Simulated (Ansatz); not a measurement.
# What each rung costs, and what it gives

The pair of Br⁻ (SMILES [Br-], atom 1) and SiH3Cl (SMILES [SiH3]Cl, atoms 2–6), both closed shells, in one local arrangement (a lower one may exist), relaxed at PBE0-D4/def2-TZVPD:

| atom | x (Å) | y (Å) | z (Å) |
| --- | --- | --- | --- |
| Br1 | -0.5471 | -0.5488 | -2.3766 |
| Si2 | 0.0201 | 0.0202 | 0.0873 |
| Cl3 | 0.5168 | 0.5185 | 2.2453 |
| H4 | -1.0318 | 1.0524 | 0.0107 |
| H5 | -0.3436 | -1.3727 | 0.4123 |
| H6 | 1.3855 | 0.3304 | -0.3790 |

Interaction energies are counterpoise-corrected; the time is that of the whole pair.

Ansatz 0.2.0; basis: as named in each row; cores frozen in the correlated methods. Filled d shells of the heavier atoms are correlated. The def2 sets are not built for correlating such inner shells, so the correlated values are less sure here. B3LYP uses VWN-RPA correlation. Extrapolation: Hartree–Fock as exp(−7.88 √X), correlation as X^−2.97.

Times are rough, for one single point on 4 threads of a shared host (Arm Neoverse V1).

The estimate by CCSD(T) at an estimated basis limit (MP2 extrapolated from triple and quadruple zeta, plus CCSD(T) − MP2 in triple zeta) is -1.672 eV.

| method | basis | time (s) | interaction energy (eV) | method less estimate |
| --- | --- | --- | --- | --- |
| HF | STO-3G | under 1 | -1.541 | 0.132 |
| PBE-D4 | STO-3G | under 1 | -1.909 | -0.236 |
| SPW92 | def2-SVP | under 1 | -1.994 | -0.321 |
| PBE-D4 | def2-SVP | under 1 | -1.807 | -0.135 |
| B3LYP-D4 | 6-31G | under 1 | -1.347 | 0.326 |
| PBE0-D4 | def2-SVP | under 1 | -1.849 | -0.176 |
| CCSD(T) | def2-SVP | 1 | -1.522 | 0.150 |
| PBE-D4 | def2-TZVPPD | 2 | -1.675 | -0.002 |
| revPBE-D4 | def2-TZVPPD | 2 | -1.638 | 0.034 |
| BLYP-D4 | def2-TZVPPD | 2 | -1.498 | 0.174 |
| PBE0-D4 | def2-TZVPPD | 3 | -1.715 | -0.042 |
| B3LYP-D4 | def2-TZVPPD | 3 | -1.562 | 0.110 |
| HSE06-D4 | def2-TZVPPD | 3 | -1.715 | -0.043 |
| wB97M-V | def2-SVP | 3 | -1.785 | -0.112 |
| r2SCAN-D4 | def2-TZVPPD | 4 | -1.679 | -0.006 |
| B2PLYP | def2-TZVPPD | 4 | -1.512 | 0.161 |
| wB97X-V | def2-TZVPPD | 6 | -1.645 | 0.028 |
| B97M-V | def2-TZVPPD | 7 | -1.625 | 0.048 |
| wB97M-V | def2-TZVPPD | 8 | -1.650 | 0.023 |
| MP2 | def2-QZVPPD | 11 | -1.689 | -0.017 |
| CCSD(T) | def2-TZVPPD | 62 | -1.554 | 0.119 |

T1 diagnostic: at most 0.012.
